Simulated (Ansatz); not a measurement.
Rb4Br3⁺, 7 atoms. Hardware: 4 threads of Arm Neoverse V2 on a shared host.

In the def2 sets Rb takes a core potential; there is no spin–orbit coupling. Correlated methods freeze 27 core orbitals; core or outer-core shells of Rb, Br are correlated, in sets that lack core-valence functions.

How many basis functions does each of these Ansatz runs have, and roughly what does it cost? RPA@PBE/def2-TZVP, charge 1 singlet, energy, from earlier orbitals; r2SCAN-D4/def2-TZVP, charge 1 singlet, energy, from earlier orbitals; PBE0-D4/def2-TZVP, charge 1 singlet, energy, from earlier orbitals; PBE-D4/def2-SVP, charge 1 singlet, energy, from earlier orbitals; MP2/def2-TZVP, charge 1 singlet, energy, from earlier orbitals; PBE-D4/def2-SVP, charge 1 singlet, relaxation, 5 steps; HF/STO-3G, charge 1 singlet, energy; PBE-D4/def2-TZVP, charge 1 singlet, energy and forces, from earlier orbitals; PBE0-D4/def2-SVP, charge 1 singlet, energy, from earlier orbitals; HF/def2-TZVP, charge 1 singlet, energy, from earlier orbitals; LC-ωPBE/def2-TZVP, charge 1 singlet, energy, from earlier orbitals.

Other jobs shared the machine, so times can vary by a factor of up to 3. A dash marks memory too small to be measured apart from the calling script's.

```csv
run,functions,fitting or Cholesky vectors,wall time,peak host memory (GiB)
"HF/STO-3G, charge 1 singlet, energy",142,1367,2 s,0.72
"PBE-D4/def2-SVP, charge 1 singlet, energy, from earlier orbitals",192,2115,3.5 s,–
"HF/def2-TZVP, charge 1 singlet, energy, from earlier orbitals",276,2334,4.6 s,0.98
"PBE0-D4/def2-SVP, charge 1 singlet, energy, from earlier orbitals",192,1834,6 s,0.67
"PBE-D4/def2-TZVP, charge 1 singlet, energy and forces, from earlier orbitals",276,2424,7 s,0.59
"LC-ωPBE/def2-TZVP, charge 1 singlet, energy, from earlier orbitals",276,2424,7.5 s,1.1
"MP2/def2-TZVP, charge 1 singlet, energy, from earlier orbitals",276,2334,8.5 s,1.1
"r2SCAN-D4/def2-TZVP, charge 1 singlet, energy, from earlier orbitals",276,2424,11 s,0.68
"PBE0-D4/def2-TZVP, charge 1 singlet, energy, from earlier orbitals",276,2535,11 s,1.4
"PBE-D4/def2-SVP, charge 1 singlet, relaxation, 5 steps",192,2115,12 s,–
"RPA@PBE/def2-TZVP, charge 1 singlet, energy, from earlier orbitals",276,2334,15 s,1
```
